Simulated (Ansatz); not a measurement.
Geometry optimisation, RHF/def2-SVP (Ansatz).

input.yaml

```yaml
crystal:
  periodic: [false, false, false]
  atoms:
    - { symbol: B, position_ang: [-0.5891, 1.4357, -0.5756] }
    - { symbol: Ga, position_ang: [-0.8362, -0.8571, -1.0061] }
    - { symbol: C, position_ang: [1.1261, -0.3957, 0.13] }
    - { symbol: Al, position_ang: [-0.5108, -0.8704, 0.9724] }
    - { symbol: H, position_ang: [-0.7989, 1.3972, -1.7724] }
    - { symbol: H, position_ang: [-0.3189, 2.525, -0.1034] }
    - { symbol: H, position_ang: [-0.02527, -0.19085, 2.26626] }
    - { symbol: H, position_ang: [1.5281, -1.2009, -0.5319] }
    - { symbol: H, position_ang: [-1.4552, -1.8429, 1.9275] }
basis:
  gaussian: { orbitals: def2-SVP }
hamiltonian:
  xc: hf
relax:
  f_tol: 0.02
  max_steps: 50
output:
  orbitals: {}
```

Command:

```bash
$ ansatz run input.yaml --threads 2 --pin off --max-ram 3072MiB --backend cpu --events-out ev --progress --plain --runs-dir out
```

Where does it end, and by what steps?

The forces met the threshold. After 27 steps the energy has fallen by 11.031 eV; H9 moved furthest, 2.02 Å. The start is strongly strained (largest force component 11 eV/Å), so its close contacts needn't be bonds. Parted: B1–Ga2, Ga2–Al4. Joined: B1–C3.

| step | energy less start (eV) | largest force component (eV/Å) | accepted |
| --- | --- | --- | --- |
| 0 | 0.0000 | 10.820 | yes |
| 1 | -2.9512 | 3.910 | yes |
| 2 | -4.4210 | 1.438 | yes |
| 3 | -5.6605 | 2.473 | yes |
| 4 | -7.4108 | 4.339 | yes |
| 5 | -9.1482 | 2.151 | yes |
| 6 | -9.8497 | 2.539 | yes |
| 7 | -10.1507 | 1.383 | yes |
| 8 | -10.3665 | 0.480 | yes |
| 9 | -10.5101 | 0.673 | yes |
| 10 | -10.6191 | 0.629 | yes |
| 11 | -10.7146 | 0.562 | yes |
| 12 | -10.7603 | 0.874 | yes |
| 13 | -10.8513 | 0.494 | yes |
| 14 | -10.8888 | 0.317 | yes |
| 15 | -10.9434 | 0.199 | yes |
| 16 | -10.9750 | 0.109 | yes |
| 17 | -10.9934 | 0.228 | yes |
| 18 | -10.9963 | 0.320 | yes |
| 19 | -11.0117 | 0.139 | yes |
| 20 | -10.9984 | 0.275 | no |
| 21 | -11.0259 | 0.060 | yes |
| 22 | -11.0291 | 0.043 | yes |
| 23 | -11.0296 | 0.112 | yes |
| 24 | -11.0304 | 0.048 | yes |
| 25 | -11.0305 | 0.033 | yes |
| 26 | -11.0308 | 0.033 | yes |
| 27 | -11.0310 | 0.019 | yes |

```xyz
9
Properties=species:S:1:pos:R:3
B 0.154 1.124 -0.629
Ga -1.968 -0.767 -1.384
C -0.175 -0.354 -0.412
Al -0.286 -0.703 1.504
H 1.087 1.482 -1.304
H -0.530 1.993 -0.138
H -1.246 0.154 2.425
H 0.536 -1.041 -0.892
H 0.549 -1.888 2.137
```

The run took 41 s on 2 threads of Intel(R) Xeon(R) Platinum 8488C (Sapphire Rapids), with other jobs on the host, peak memory 0.29 GiB.
